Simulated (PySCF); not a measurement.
Ge(H)(F)2(Et) (C2H6F2Ge), SMILES [GeH]([F])([F])[CH2]C.

Geometry: ωB97X-D3(BJ)/def2-SVP. The values are those of a single conformer.

Method: PySCF with TDDFT-PBE/def2-SVPD.

Vertical excitations. The molecule is in vacuum. State labels are in the subgroup Cs.

Computed lowest excited states:
```csv
state,symmetry,energy (eV),λ (nm),f,main pairs
S1,A',7.16,173,0.006,HOMO→LUMO 95 %
S2,A",7.24,171,0.001,HOMO→LUMO+1 100 %
S3,A',7.66,162,0.021,"HOMO→LUMO+2 85 %, HOMO→LUMO+3 15 %"
S4,A',8.14,152,0.225,"HOMO→LUMO+3 67 %, HOMO→LUMO+2 11 %"
S5,A",8.24,150,0.001,HOMO−1→LUMO 99 %
S6,A',8.43,147,0.053,HOMO−1→LUMO+1 88 %
S7,A',8.46,147,0.029,"HOMO−2→LUMO 74 %, HOMO→LUMO+4 16 %"
S8,A',8.59,144,0.032,"HOMO→LUMO+4 79 %, HOMO−2→LUMO 12 %"
S9,A",8.60,144,0.000,"HOMO−2→LUMO+1 61 %, HOMO−3→LUMO 36 %"
S10,A",8.74,142,0.012,"HOMO−3→LUMO 40 %, HOMO−2→LUMO+1 23 %, HOMO−1→LUMO+2 15 %, HOMO−4→LUMO 11 %"
T1,A',6.76,183,0,HOMO→LUMO 95 %
T2,A",6.95,178,0,HOMO→LUMO+1 100 %
T3,A',7.29,170,0,"HOMO→LUMO+2 66 %, HOMO→LUMO+3 30 %"
T4,A',7.50,165,0,"HOMO→LUMO+3 64 %, HOMO→LUMO+2 33 %"
```
Triplets are in the Tamm–Dancoff approximation, which puts them higher than full response would, so one can lie above its singlet here.
